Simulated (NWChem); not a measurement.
AuH2OCl; SMILES [OH2]->[Au][Cl]

```xyz
5

Au    -0.0095    -0.1477     0.0000
Cl     0.0105     2.0900     0.0000
O     -0.0321    -2.3117     0.0000
H      0.4130    -2.6845     0.7723
H      0.4130    -2.6845    -0.7723
```
Atoms are numbered in this order, from 1.

Computed with NWChem. Medium grid unless said otherwise, to which SCAN and Minnesota functionals are sensitive. Geometry: optimised at PBE0/def2-SVP. def2 effective core potentials on Au; no spin-orbit coupling.

Task: Predict the results for M05-2X/def2-SVP. Quantities: highest occupied level (eV); orbital gap (eV); dipole (D).

Result: 
```yaml
highest occupied level (eV): -8.38
orbital gap (eV): 8.11
dipole (D): 7.83
```
